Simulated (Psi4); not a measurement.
Br2Sn, singlet, at a GFN2-xTB geometry (such geometries of metal compounds can be far from the true shape) (all electrons, no relativity); PBE0/STO-3G (Psi4 1.11).

The Psi4 input:
```
memory 2 GB

molecule {
0 1
  Sn   -0.02127691   -0.00100366    0.95007996
  Br    1.02717262    1.67331750   -0.65419857
  Br   -0.99677703   -1.67188370   -0.70305852
}

set basis sto-3g
set scf_type pk

energy('pbe0')
print_variables()
```

Output, abridged:

```
   => Loading Basis Set <=

    Name: STO-3G
    Role: ORBITAL
    Keyword: BASIS

         ---------------------------------------------------------
                                   SCF
               by Justin Turney, Rob Parrish, Andy Simmonett
                          and Daniel G. A. Smith
                              RKS Reference
         ---------------------------------------------------------

  ==> Geometry <==

    Molecular point group: cs
    Full point group: Cs

    Geometry (in Angstrom), charge = 0, multiplicity = 1:

       Center              X                  Y                   Z               Mass
    ------------   -----------------  -----------------  -----------------  -----------------
         SN           0.011570720226    -0.925741671659     0.000000000000   119.902201630000
         BR          -1.963703009562     0.678814671388     0.000000000000    78.918337600000
         BR           1.946123383941     0.727683082469     0.000000000000    78.918337600000

  Running in cs symmetry.

  Rotational constants: A =      0.09322  B =      0.02794  C =      0.02150 [cm^-1]
  Rotational constants: A =   2794.56247  B =    837.69607  C =    644.50093 [MHz]
  Nuclear repulsion =  893.574164086597762

  Charge       = 0
  Multiplicity = 1
  Electrons    = 120
  Nalpha       = 60
  Nbeta        = 60

  ==> Algorithm <==

  SCF Algorithm Type is PK.
  DIIS enabled.
  MOM disabled.
  Fractional occupation disabled.
  Guess Type is SAD.
  Energy threshold   = 1.00e-06
  Density threshold  = 1.00e-06
  Integral threshold = 1.00e-12

  ==> Primary Basis <==

  Basis Set: STO-3G
    Blend: STO-3G
    Number of shells: 27
    Number of basis functions: 63
    Number of Cartesian functions: 67
    Spherical Harmonics?: true
    Max angular momentum: 2

  ==> DFT Potential <==

   => LibXC <=

    Version 7.1.2
    S. Lehtola, C. Steigemann, M. J. T. Oliveira, and M. A. L. Marques,  SoftwareX 7, 1–5 (2018) (10.1016/j.softx.2017.11.002)

   => Composite Functional: PBE0 <=

    PBE0 Hyb-GGA Exchange-Correlation Functional

    C. Adamo and V. Barone,  J. Chem. Phys. 110, 6158 (1999) (10.1063/1.478522)
    M. Ernzerhof and G. E. Scuseria,  J. Chem. Phys. 110, 5029 (1999) (10.1063/1.478401)

    Deriv               =              1
    GGA                 =           TRUE
    Meta                =          FALSE

    Exchange Hybrid     =           TRUE
    MP2 Hybrid          =          FALSE

   => Exchange Functionals <=

    0.7500   Perdew, Burke & Ernzerhof

   => Exact (HF) Exchange <=

    0.2500               HF

   => Correlation Functionals <=

    1.0000   Perdew, Burke & Ernzerhof

   => LibXC Density Thresholds  <==

    XC_HYB_GGA_XC_PBEH:  1.00E-15

   => Molecular Quadrature <=

    Radial Scheme          =       TREUTLER
    Pruning Scheme         =           NONE
    Nuclear Scheme         =       TREUTLER

    Blocking Scheme        =         OCTREE
    BS radius alpha        =              1
    Pruning alpha          =              1
    Radial Points          =             75
    Spherical Points       =            302
    Total Points           =          58119
    Total Blocks           =            510
    Max Points             =            254
    Max Functions          =             46
    Weights Tolerance      =       1.00E-15

  ==> Integral Setup <==

  Using in-core PK algorithm.
   Calculation information:
      Number of atoms:                   3
      Number of AO shells:              27
      Number of primitives:             81
      Number of atomic orbitals:        67
      Number of basis functions:        63

      Integral cutoff                 1.00e-12
      Number of threads:                 1

  Performing in-core PK
  Using 4066272 doubles for integral storage.
  We computed 34235 shell quartets total.
  Whereas there are 71631 unique shell quartets.

  ==> DiskJK: Disk-Based J/K Matrices <==

    J tasked:                  Yes
    K tasked:                  Yes
    wK tasked:                  No
    Schwarz Cutoff:          1E-12

  Minimum eigenvalue in the overlap matrix is 3.4020552643E-01.
  Reciprocal condition number of the overlap matrix is 1.9588131181E-01.
    Using symmetric orthogonalization.

  ==> Pre-Iterations <==

  SCF Guess: Superposition of Atomic Densities via on-the-fly atomic UHF (no occupation information).

   -------------------------
    Irrep   Nso     Nmo
   -------------------------
     A'        45      45
     A"        18      18
   -------------------------
    Total      63      63
   -------------------------

  ==> Iterations <==

                        Total Energy        Delta E     RMS |[F,P]|

   @RKS iter SAD: -11052.51281634781662   -1.10525e+04   0.00000e+00
   @RKS iter   1: -11056.67499985521317   -4.16218e+00   6.05052e-03 DIIS/ADIIS
   @RKS iter   2: -11056.70124907367426   -2.62492e-02   1.52463e-03 DIIS/ADIIS
   @RKS iter   3: -11056.70252188139057   -1.27281e-03   1.49060e-03 DIIS/ADIIS
   @RKS iter   4: -11056.70981208828562   -7.29021e-03   2.29913e-05 DIIS
   @RKS iter   5: -11056.70981414473681   -2.05645e-06   1.28158e-06 DIIS
   @RKS iter   6: -11056.70981415212736   -7.39055e-09   2.55204e-07 DIIS
  Energy and wave function converged.

  ==> Post-Iterations <==

   Electrons on quadrature grid:
      Ntotal   =  119.9999896433 ; deviation = -1.036e-05

    Orbital Energies [Eh]
    ---------------------

    Doubly Occupied:

       1Ap  -1019.959571     2Ap  -477.641945     3Ap  -477.641944
       4Ap  -149.394823     1App -142.002952     5Ap  -142.002561
       6Ap  -142.002177     7Ap   -60.501520     8Ap   -60.501389
       9Ap   -55.628509    10Ap   -55.628505     2App  -55.626019
       3App  -55.626018    11Ap   -55.625370    12Ap   -55.625369
      13Ap   -27.699944     4App  -24.999535    14Ap   -24.998110
      15Ap   -24.996691    16Ap   -17.057858     5App  -17.057620
       6App  -17.056667    17Ap   -17.055476    18Ap   -17.055310
      19Ap    -7.995171    20Ap    -7.995042    21Ap    -5.943699
      22Ap    -5.943310     7App   -5.932529     8App   -5.932458
      23Ap    -5.929910    24Ap    -5.929808    25Ap    -4.122574
       9App   -3.006614    26Ap    -3.001507    27Ap    -2.995792
      28Ap    -1.622794    29Ap    -1.622477    10App   -1.620221
      11App   -1.620136    30Ap    -1.618301    31Ap    -1.618296
      12App   -1.610832    13App   -1.610832    32Ap    -1.610719
      33Ap    -1.610714    34Ap    -0.652505    35Ap    -0.643522
      14App   -0.576925    36Ap    -0.574152    15App   -0.572856
      37Ap    -0.568668    38Ap    -0.558670    39Ap    -0.351890
      40Ap    -0.260574    16App   -0.215090    41Ap    -0.210688
      17App   -0.192347    42Ap    -0.187260    43Ap    -0.149091

    Virtual:

      18App   -0.005396    44Ap     0.132498    45Ap     0.133778

    Final Occupation by Irrep:
             Ap   App
    DOCC [    43,   17 ]
    NA   [    43,   17 ]
    NB   [    43,   17 ]

  @RKS Final Energy: -11056.70981415212736

   => Energetics <=

    Nuclear Repulsion Energy =            893.5741640865977615
    One-Electron Energy =              -17159.6255216779536568
    Two-Electron Energy =                5468.9959855211645845
    DFT Exchange-Correlation Energy =    -259.6544420819351444
    Empirical Dispersion Energy =           0.0000000000000000
    VV10 Nonlocal Energy =                  0.0000000000000000
    Total Energy =                     -11056.7098141521255457

Computation Completed

Properties will be evaluated at   0.000000,   0.000000,   0.000000 [a0]

Properties computed using the SCF density matrix

 Multipole Moments:

 ------------------------------------------------------------------------------------
     Multipole            Electronic (a.u.)      Nuclear  (a.u.)        Total (a.u.)
 ------------------------------------------------------------------------------------

 L = 1.  Multiply by 2.5417464519 to convert [e a0] to [Debye]
 Dipole X            :          0.0791346           -0.0694491            0.0096855
 Dipole Y            :         -6.3313470            5.5564332           -0.7749138
 Dipole Z            :          0.0000000            0.0000000            0.0000000
 Magnitude           :                                                    0.7749744

 ------------------------------------------------------------------------------------

  Variable Map:
  ----------------------------------------------------------------------------
  "CURRENT ENERGY"              =>  -11056.709814152127
  "CURRENT REFERENCE ENERGY"    =>  -11056.709814152127
  "DD SOLVATION ENERGY"         =>       0.000000000000
  "DFT FUNCTIONAL TOTAL ENERGY" =>  -11056.709814152126
  "DFT TOTAL ENERGY"            =>  -11056.709814152126
  "DFT VV10 ENERGY"             =>       0.000000000000
  "DFT XC ENERGY"               =>    -259.654442081935
  "GRID ELECTRONS ALPHA"        =>      59.999994821663
  "GRID ELECTRONS BETA"         =>      59.999994821663
  "GRID ELECTRONS TOTAL"        =>     119.999989643325
  "NUCLEAR REPULSION ENERGY"    =>     893.574164086598
  "ONE-ELECTRON ENERGY"         =>  -17159.625521677954
  "PCM POLARIZATION ENERGY"     =>       0.000000000000
  "PE ENERGY"                   =>       0.000000000000
  "SCF ITERATION ENERGY"        =>  -11056.709814152127
  "SCF ITERATIONS"              =>       6.000000000000
  "SCF TOTAL ENERGY"            =>  -11056.709814152127
  "TWO-ELECTRON ENERGY"         =>    5468.995985521165
  "XC GRID RADIAL POINTS"       =>      75.000000000000
  "XC GRID SPHERICAL POINTS"    =>     302.000000000000
  "XC GRID TOTAL POINTS"        =>   58119.000000000000

  Array Variable Map:
  ----------------------------------------------------------------------------
  "CURRENT DIPOLE"              =>       0.009685529151 ... 0.000000000000 1 by 3
  "SCF DIPOLE"                  =>       0.009685529151 ... 0.000000000000 1 by 3
  "SCF TOTAL ENERGIES"          =>  -11052.512816347817 ... -11056.709814152127 1 by 7
```
